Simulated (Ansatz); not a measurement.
Isomers of Ge2Te3 (singlet), relaxed with B3LYP-D4/def2-SVP; total energies from Ansatz at CAM-B3LYP-D4/def2-TZVP.

| isomer | description | energy (Eh) |
| --- | --- | --- |
| A | point group C2v; 6 × Ge–Te 2.67 to 2.88 Å; 1 × Te–Te 2.78 Å | -4958.46114 |
| B | point group not assigned; 5 × Ge–Te 2.53 to 2.85 Å; 1 × Te–Te 2.78 Å | -4958.45487 |
| C | point group C2v; 4 × Ge–Te 2.56 to 2.60 Å; 1 × Te–Te 2.77 Å | -4958.46724 |
| D | point group not assigned; 5 × Ge–Te 2.55 to 2.83 Å; 1 × Te–Te 2.78 Å | -4958.45004 |

In the def2 sets Te takes a core potential; there is no spin–orbit coupling.

The isomers come from a short search, and lower ones may exist.

Problem. Work out the relative energies (1 Eh = 2625.5 kJ/mol) and the Boltzmann populations at 500 K from electronic energies alone (R = 8.314 J/mol/K).

Solution. ΔE: A 16.0, B 32.5, C 0.0, D 45.2 kJ/mol. RT = 4.16 kJ/mol. Factors exp(−ΔE/RT): A 0.0214, B 0.000405, C 1, D 1.91e-05; sum 1.022. Populations: A 2.1 %, B 0.0 %, C 97.9 %, D 0.0 %. Zero-point energy, vibrational entropy and symmetry numbers are left out and can shift these; an error of 4 kJ/mol changes a ratio by a factor of 2.6. Over the other density-functional and correlated levels in def2 sets, the gap between C and A ranges from -24 to 12 kJ/mol.
